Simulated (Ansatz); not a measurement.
Molecule: sum formula SiN2H4Cl, charge 0, multiplicity 2. It need not be the lowest isomer of its formula. 
Coordinates optimised at B3LYP-D3(BJ)/def2-TZVP (Ansatz, an electronic-structure program):
```
Si
N 1 1.7085
H 2 1.0070 1 121.16
H 2 1.0107 3 112.35 1 153.64
N 1 1.7172 2 105.89 3 -166.81
H 5 1.0083 1 119.99 2 -158.79
H 5 1.0091 6 111.98 1 147.65
Cl 1 2.1058 2 116.60 3 78.06
```
Charge 0, spin multiplicity 2.

Basis-set convergence of Hartree-Fock and CCSD correlation energies (hartree) with Ansatz. Cores are frozen in the correlated levels unless marked. Open shells are spin-unrestricted. Spin-orbit coupling is left out. No relativistic terms.

```csv
basis,functions,E(HF),"E(corr, CCSD)"
cc-pV(D+d)Z,94,-859.75483,-0.59566
cc-pV(T+d)Z,194,-859.83143,-0.75137
cc-pV(Q+d)Z,358,-859.84799,-0.80316
```

Extrapolating the two largest sets (X = 3 and 4) as X^-3: E(corr) = (64·(-0.80316) - 27·(-0.75137))/37 = -0.8410 Eh, an estimate of the basis-set limit. The largest set recovers 95.5 % of it, the smallest 70.8 %.
